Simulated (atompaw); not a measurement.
## Which change was made? (Eu, PAW (atompaw))

europium, PAW, made with atompaw 4.2.0.5 (LDA (PW92), scalar-relativistic). Core [Kr] 4d10 5s2, reference 4f7 5p6 5d0 6s1 6p1. Waves: 6s (bound); 6s channel at 0.8 Ry; 5p (bound); 6p (bound); 5d (bound, empty); 5d channel at 2.3 Ry; 4f (bound); 4f channel at 0.05 Ry. Local part: troulliermartins scheme with l = 4 at 0.5 Ry, radius 2.40 bohr. Core correction: smooth core density matched at 2.95 bohr. Augmentation charge: besselshape compensation charge, radius 3.00 bohr; PAW radius 3.00 bohr; waves and projectors: bloechl.

Cutoffs, loose and tight: the cutoffs (Ry, on a coarse ladder) from which the occupation-weighted sum of valence levels, in a spherical-Bessel basis at the reference potential, stays within 10 and 1 mRy of its value at 400 Ry. They see the waves, projectors and local potential, not the compensation charge or the core.

The base gives: outcome: generated; cutoff, loose: 35 Ry; cutoff, tight: 45 Ry; bound ghosts: s.

**Question.** After one change the result is: outcome: generated; cutoff, loose: 25 Ry; cutoff, tight: 35 Ry; bound ghosts: s. Which change was it?
A. local potential bessel scheme, radius 2.40 bohr
B. all radii scaled by about 0.87 (s 2.60, p 2.38, d 2.60, f 0.90 bohr); local potential troulliermartins scheme with l = 4 at 0.5 Ry, radius 2.08 bohr; augmentation besselshape compensation charge, radius 2.60 bohr; PAW radius 2.60 bohr; waves and projectors: bloechl; core correction smooth core density matched at 2.56 bohr
C. local potential troulliermartins scheme with l = 4 at 0.5 Ry, radius 2.00 bohr

**Answer.** A. The others give: local potential troulliermartins scheme with l = 4 at 0.5 Ry, radius 2.00 bohr → outcome: generated, no UPF (negative core plus compensation charge); cutoff, loose: 50 Ry; cutoff, tight: 70 Ry; bound ghosts: s | all radii scaled by about 0.87 (s 2.60, p 2.38, d 2.60, f 0.90 bohr); local potential troulliermartins scheme with l = 4 at 0.5 Ry, radius 2.08 bohr; augmentation besselshape compensation charge, radius 2.60 bohr; PAW radius 2.60 bohr; waves and projectors: bloechl; core correction smooth core density matched at 2.56 bohr → outcome: failed: atompaw: The overlap operator has at least one negative eigenvalue!.
